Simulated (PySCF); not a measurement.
SMILES CC(=O)[C@H]1C[C@@H]1[SiH2]N, C5H11NOSi

Molfile (atoms numbered from 1):
```
C5H11NOSi
     RDKit          3D

 19 19  0  0  0  0  0  0  0  0999 V2000
    2.5411    1.4882    0.3321 C   0  0  0  0  0  0  0  0  0  0  0  0
    1.9682    0.1107    0.0899 C   0  0  0  0  0  0  0  0  0  0  0  0
    2.6468   -0.8907    0.1307 O   0  0  0  0  0  0  0  0  0  0  0  0
    0.5165    0.0879   -0.1910 C   0  0  1  0  0  0  0  0  0  0  0  0
   -0.0186   -1.0218   -1.0611 C   0  0  0  0  0  0  0  0  0  0  0  0
   -0.2941   -1.0539    0.3997 C   0  0  2  0  0  0  0  0  0  0  0  0
   -1.9954   -0.7147    1.1319 Si  0  0  0  0  0  4  0  0  0  0  0  0
   -2.7156    0.5196    0.1671 N   0  0  0  0  0  0  0  0  0  0  0  0
    3.6002    1.4176    0.5658 H   0  0  0  0  0  0  0  0  0  0  0  0
    2.4044    2.0991   -0.5580 H   0  0  0  0  0  0  0  0  0  0  0  0
    2.0136    1.9647    1.1556 H   0  0  0  0  0  0  0  0  0  0  0  0
    0.0330    1.0531   -0.2549 H   0  0  0  0  0  0  0  0  0  0  0  0
    0.7113   -1.7151   -1.4547 H   0  0  0  0  0  0  0  0  0  0  0  0
   -0.8125   -0.7755   -1.7509 H   0  0  0  0  0  0  0  0  0  0  0  0
    0.3103   -1.7666    0.9488 H   0  0  0  0  0  0  0  0  0  0  0  0
   -1.8800   -0.1228    2.4646 H   0  0  0  0  0  0  0  0  0  0  0  0
   -2.7175   -1.9960    1.1801 H   0  0  0  0  0  0  0  0  0  0  0  0
   -2.7302    0.4136   -0.8352 H   0  0  0  0  0  0  0  0  0  0  0  0
   -3.5913    0.9117    0.4736 H   0  0  0  0  0  0  0  0  0  0  0  0
  1  2  1  0
  2  3  2  0
  2  4  1  0
  4  5  1  0
  5  6  1  0
  6  7  1  0
  7  8  1  0
  6  4  1  0
  1  9  1  0
  1 10  1  0
  1 11  1  0
  4 12  1  6
  5 13  1  0
  5 14  1  0
  6 15  1  1
  7 16  1  0
  7 17  1  0
  8 18  1  0
  8 19  1  0
M  END
```

Computed, not measured: PySCF, TDDFT B3LYP/def2-SVPD circular dichroism and optical rotation, one conformer, gas phase. Geometry: GFN2-xTB.

The molecule is flexible and this is one conformer; a measurement averages over conformers. States above about 7.0 eV (minus the energy of the highest occupied orbital) lie near or above the ionisation threshold and depend on the basis.

Task: What are the CIP labels of the stereocentres?

Result: C4 R, C6 S.

Task: Which excitations and rotatory strengths does the calculation give?

Result: Rotatory strengths R in 10⁻⁴⁰ esu² cm², velocity form and length form (origin at the centre of mass); f in length form.
| state | E (eV) | λ (nm) | f | R (velocity) | R (length) | main |
| --- | --- | --- | --- | --- | --- | --- |
| 1 | 4.49 | 276 | 0.0003 | +7.0 | +6.8 | HOMO→LUMO 0.97 |
| 2 | 5.94 | 209 | 0.011 | -11.6 | -11.6 | HOMO−1→LUMO 0.89, HOMO−1→LUMO+1 0.10 |
| 3 | 6.24 | 199 | 0.033 | +27.1 | +26.9 | HOMO−1→LUMO+1 0.60, HOMO→LUMO+1 0.27 |
| 4 | 6.30 | 197 | 0.002 | +13.3 | +13.4 | HOMO→LUMO+1 0.67, HOMO−1→LUMO+1 0.28 |
| 5 | 6.61 | 188 | 0.145 | -10.5 | -10.7 | HOMO−2→LUMO 0.78, HOMO−3→LUMO 0.11 |
| 6 | 6.75 | 184 | 0.011 | -4.2 | -4.8 | HOMO→LUMO+2 0.84 |
| 7 | 6.87 | 181 | 0.091 | +35.4 | +36.1 | HOMO−3→LUMO 0.78, HOMO−2→LUMO 0.11 |
| 8 | 7.11 | 174 | 0.009 | +3.5 | +3.0 | HOMO−1→LUMO+2 0.59, HOMO→LUMO+3 0.17 |
| 9 | 7.12 | 174 | 0.012 | -6.6 | -7.3 | HOMO→LUMO+3 0.62, HOMO−1→LUMO+2 0.12 |
| 10 | 7.20 | 172 | 0.001 | +2.8 | +2.3 | HOMO−2→LUMO+1 0.81 |
| 11 | 7.30 | 170 | 0.005 | +2.9 | +3.0 | HOMO→LUMO+4 0.38, HOMO−1→LUMO+3 0.30 |
| 12 | 7.34 | 169 | 0.023 | +9.6 | +9.5 | HOMO→LUMO+4 0.45, HOMO−1→LUMO+3 0.26 |
| 13 | 7.36 | 169 | 0.034 | -6.8 | -7.1 | HOMO→LUMO+5 0.82 |
| 14 | 7.54 | 165 | 0.0009 | +1.4 | +1.2 | HOMO−1→LUMO+4 0.42, HOMO−1→LUMO+3 0.33 |
| 15 | 7.59 | 163 | 0.023 | -8.0 | -9.2 | HOMO−4→LUMO 0.50, HOMO−3→LUMO+1 0.41 |
| 16 | 7.61 | 163 | 0.030 | +40.6 | +42.4 | HOMO−3→LUMO+1 0.52, HOMO−4→LUMO 0.43 |

Among the states computed, the strongest CD band (largest |R|) is state 16. The largest dissymmetry factor in size, g = 4R/(D+G), with D and G the electric and magnetic dipole strengths, is +0.14 for state 1 (velocity form, f = 0.0003), among bands with |R| over 0.5. The mirror image has the same energies and oscillator strengths and all R with the opposite sign.
